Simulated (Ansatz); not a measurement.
Reaction (cleavage of the B–B bond): `CBBF` + `[SiH3]N[SiH3]` → `CBN([SiH3])[SiH3]` + `BF`

Gas-phase electronic energies from Ansatz, PBE0-D4/def2-TZVP geometries. CCSD(T)/CBS adds triple-zeta CCSD(T) − MP2 to the extrapolated MP2 energy (def2 sets, frozen cores). This one scheme is used for every species. Functionals use def2-TZVPP. B3LYP here is the variant with VWN-RPA as its local correlation; programs differ in this. HSE06 is defined as in plane-wave codes. One conformer a species, not always the lowest.

```
             level  ΔE (kJ/mol)  difference from CCSD(T)/CBS
           PBE0-D4       -138.8                          7.2
          B3LYP-D4       -143.1                          2.9
        r2SCAN0-D4       -142.1                          3.9
           ωB97M-V       -145.0                          1.0
          PBE-QIDH       -144.2                          1.8
              BLYP       -127.8                         18.2
           r2SCANh       -138.5                          7.5
             HSE06       -132.5                         13.5
         CAM-B3LYP       -135.7                         10.3
RPA@PBE/def2-TZVPP       -148.9                         -2.9
       HF/def2-SVP       -140.0                          6.0
  CCSD(T)/def2-SVP       -159.3                        -13.3
   CCSD/def2-TZVPP       -144.4                          1.6
    MP2/def2-QZVPP       -154.7                         -8.7
SCS-MP2/def2-QZVPP       -149.5                         -3.5
      HF/CBS(def2)       -133.3                         12.7
       CCSD(T)/CBS       -146.0                            0
```

Largest T1 diagnostic among the species: 0.013.

From BLYP to BHLYP (50 % exact exchange), in def2-TZVPP and without D4, ΔE moves by −7.9 kJ/mol. In def2-TZVPP, CCSD(T) changes the Hartree–Fock value by −15.5 kJ/mol (the triples alone add −4.1 kJ/mol) and MP2 by −23.1 kJ/mol.
